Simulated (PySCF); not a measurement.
Compound: C6H13P2 (charge +1).
Numbering: `[CH3:1][C:2]1=[CH:3][CH2:4][P@+:5]([CH3:6])([PH2:7])[CH2:8]1`

Cartesian coordinates in Å at the GFN2-xTB level; atoms count from 1:
```
atom  x, y, z in Å
C1     2.8857   -0.5419   -0.1667
C2     1.4917   -0.0651    0.0372
C3     1.1216    1.1848    0.2776
C4    -0.3378    1.4879    0.4804
P5    -1.1537   -0.1161    0.0915
C6    -1.8917   -0.0187   -1.5627
P7    -2.5621   -0.9741    1.4987
C8     0.3851   -1.0996   -0.0156
H9     3.1367   -1.3038    0.5700
H10    3.5908    0.2783   -0.0767
H11    2.9947   -0.9908   -1.1529
H12    1.8197    2.0015    0.3517
H13   -0.6966    2.2745   -0.1893
H14   -0.5392    1.8051    1.5082
H15   -2.2482   -1.0062   -1.8566
H16   -1.1410    0.3280   -2.2736
H17   -2.7332    0.6740   -1.5568
H18   -1.7281   -0.6411    2.5740
H19   -3.2797    0.2256    1.5803
H20    0.4632   -1.8019    0.8204
H21    0.4133   -1.6836   -0.9397
```

NICS = −σ at a ghost point: NICS(0) at the centroid of the ring atoms, NICS(1) 1 Å to either side along the normal of their mean plane, zz for the tensor component along that normal. Level: GIAO PBE0/pcSseg-1 (PySCF, non-relativistic, gas phase) on the GFN2-xTB geometry, one conformer.

Ring bond lengths (Å), with Mayer bond orders in brackets: C2–C3 1.325 (1.84), C3–C4 1.504 (1.03), C4–P5 1.841 (0.92), P5–C8 1.829 (0.94), C8–C2 1.516 (1.01).

**Question.** What do the NICS probes read (ppm)?

**Answer.** 
```
          ring                                                     type  NICS(0)  NICS(1), two faces  NICS(1)zz, two faces  rms pucker (Å)  centre to ring atoms, mean (Å)
C2–C3–C4–P5–C8  5-membered ring with P; formal bonds 1 double, 4 single     -3.9         -4.1 / -3.5           -2.7 / -2.0            0.05                            1.36
```

**Question.** What do they say, and how far can they be read as aromaticity?

**Answer.** 
- C2–C3–C4–P5–C8: mean NICS(1)zz -2.3 ppm, near zero. C4, P5, C8 have four or more neighbours, and the NICS criterion for π rings isn't applied.

**Question.** What is the mean of the two in-plane components of NICS at the first NICS(1) probe listed for ring C2–C3–C4–P5–C8, 1 Å off the ring?

**Answer.** The isotropic value is a third of the trace: (3 × -4.1 − (-2.7))/2 = -4.8 ppm.

**Question.** List the ring angles and the Hirshfeld charges of the ring atoms.

**Answer.** 
- C2–C3–C4–P5–C8: C2 116.5° (+0.020 e), C3 119.0° (-0.045 e), C4 103.1° (-0.086 e), P5 96.2° (+0.417 e), C8 104.2° (-0.090 e); sum 539.0° against 540° for a flat convex ring.

**Question.** What are the shieldings of the ring atoms and their hydrogens in the same run (means over atoms taken as equivalent)?

**Answer.** 
```tsv
atoms	environment	σ isotropic (ppm)	principal values of the symmetric part, first atom (ppm)
C2	fully substituted alkene carbon	39.7	-70.2, 61.5, 127.8
C3	alkene CH carbon	60.0	-36.1, 90.0, 126.0
C4	sp3 carbon bound to phosphorus	142.0	114.1, 140.0, 171.8
P5	phosphorus bonded to 3 C and P	296.0	241.7, 306.5, 339.9
C8	sp3 carbon bound to phosphorus	146.0	117.4, 145.1, 175.6
H12	vinylic hydrogen	25.80	22.5, 26.3, 28.6
H13	methylene hydrogen	28.27	24.0, 26.6, 34.2
H14	methylene hydrogen	28.25	23.7, 27.0, 34.1
H20	methylene hydrogen	28.69	23.5, 28.7, 33.9
H21	methylene hydrogen	28.73	24.0, 28.2, 34.0
```

The run took about 2 min of CPU time (one thread, shared machine). This is the whole shielding run at PBE0/pcSseg-1, SCF included.
